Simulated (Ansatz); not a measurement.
Job for Ansatz (a quantum-chemistry and plane-wave program): R-MP2/def2-TZVPPD on BrH2Sb (SMILES [Br][SbH2]), atoms moved off the minimum. Elements past Kr take the def2 small-core potentials; no spin–orbit coupling. Files ending in .json are basis or fitting sets from the Basis Set Exchange. The run froze 23 orbitals, filled d shells among them.

Ansatz 0.2 input:
```yaml
crystal:
  periodic: [false, false, false]
  atoms:
    - {symbol: Sb, position_ang: [-0.48843353, -0.87462169, 0.57813842]}
    - {symbol: H, position_ang: [-0.26619084, -2.06251895, -0.42440956]}
    - {symbol: H, position_ang: [-2.12374911, -0.19202516, -0.34329335]}
    - {symbol: Br, position_ang: [0.83956163, 0.96368639, -0.84327822]}
basis:
  gaussian:
    orbitals: def2-TZVPPD.json
magnetization: {spin_polarized: false}
correlation: {method: mp2, electrons: outside_noble_gas}
scf: {lower_state_search: off}
output: {forces: true}
```

It printed:

```
WARN ansatz: RAYON_NUM_THREADS=1 ignored (pool sized by the plan → 1); use --threads N
Functional definition: HF
these checks for a lower state are left out or cut short: starts, cluster_reference, orbital_swaps, neighbouring_geometries, increment
integrals: 0.15 GiB planned
1040 factors; integrals over basis functions are off by at most 6.7e-4 eV
mean field: 0.49 GiB planned
mean field evaluation 1: about -76540.3042 eV, gradient 1.4e1 eV
mean field evaluation 2: about -76540.3405 eV, gradient 1.4e1 eV
mean field evaluation 4: about -76541.2059 eV, gradient 1.8e0 eV
mean field evaluation 8: about -76541.2261 eV, gradient 1.5e-1 eV
mean field -76541.22642410 eV, -2812.8381895791 hartree, gradient 8.8e-6 eV, S^2 0.000000; 0 other end points of the search recorded, 0 dependent functions left out
23 core orbitals not correlated
reference -76541.22642410 eV, -2812.8381895791 hartree; 7, 7 occupied and 117, 117 virtual orbitals, 1040 factors
densities: 0.39 GiB planned
second order -7.88364522 eV of doubles, -0.00000000 eV of singles
the calculation of the forces begins
mean field evaluation 16: about -76541.2264 eV, gradient 8.8e-6 eV
Total energy: -76549.11006932 eV, -2813.1279081973 hartree
Atom 0 at    -0.488434    -0.874622     0.578138 Å, force    -1.808911     4.070179    -0.008669 eV/Å
Atom 1 at    -0.266191    -2.062519    -0.424410 Å, force     0.338504    -1.924389    -1.916879 eV/Å
Atom 2 at    -2.123749    -0.192025    -0.343293 Å, force     1.936576    -1.127155     1.212251 eV/Å
Atom 3 at     0.839562     0.963686    -0.843278 Å, force    -0.466168    -1.018634     0.713297 eV/Å
Dipole moment:    -0.229845    -0.517262     0.349037 e Å
Checks for a lower state left out: starts, cluster_reference, orbital_swaps, neighbouring_geometries, increment
```

The run converged.

Cost: around 7 core-seconds (rough).
